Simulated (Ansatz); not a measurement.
`FC[S][InH2]` and `CSCF` differ in one atom or group.

Ansatz, PBE0-D4/def2-TZVP geometries, multiplicity 1. Each molecule was computed in one conformer, which needn't be the lowest.

Elements past krypton have def2 core potentials.

| property | `FC[S][InH2]` |
| --- | --- |
| HOMO–LUMO gap (B3LYP/def2-TZVPP) / eV | 5.08 |
| HOMO energy (PBE/def2-TZVPP) / eV | -6.20 |
| HOMO–LUMO gap (ωB97M-V/def2-TZVPP) / eV | 9.24 |
| ideal-gas entropy at 298 K and 1 bar (rigid rotor, harmonic PBE0-D4/def2-TZVP) / J/(mol·K) | 353 |
| LUMO energy (PBE0/def2-TZVPP) / eV | -1.77 |
| HOMO–LUMO gap (PBE0/def2-TZVPP) / eV | 5.58 |

Problem. What does the change do to each property? (An estimate is asked.)

Solution. Computed: 
```csv
property,`CSCF`,shift
HOMO–LUMO gap (B3LYP/def2-TZVPP) / eV,7.20,2.12
HOMO energy (PBE/def2-TZVPP) / eV,-5.69,0.51
HOMO–LUMO gap (ωB97M-V/def2-TZVPP) / eV,11.78,2.54
"ideal-gas entropy at 298 K and 1 bar (rigid rotor, harmonic PBE0-D4/def2-TZVP) / J/(mol·K)",309,-44
LUMO energy (PBE0/def2-TZVPP) / eV,0.79,2.56
HOMO–LUMO gap (PBE0/def2-TZVPP) / eV,7.72,2.14
```

With PBE0 the HOMO rises by 0.41 eV and the LUMO rises by 2.56 eV, so the gap widens by about 2.15 eV. PBE moves the HOMO by 0.51 eV and ωB97M-V by 0.35 eV. The zero-point energy changes by 65.5 kJ/mol with +3 modes. Modes under 60 cm⁻¹, often nearly free rotors, make the harmonic entropy too high.

Positive LUMOs are unbound, so they and the gaps depend on the basis.

B3LYP here is the variant with VWN-RPA as its local correlation; programs differ in this.
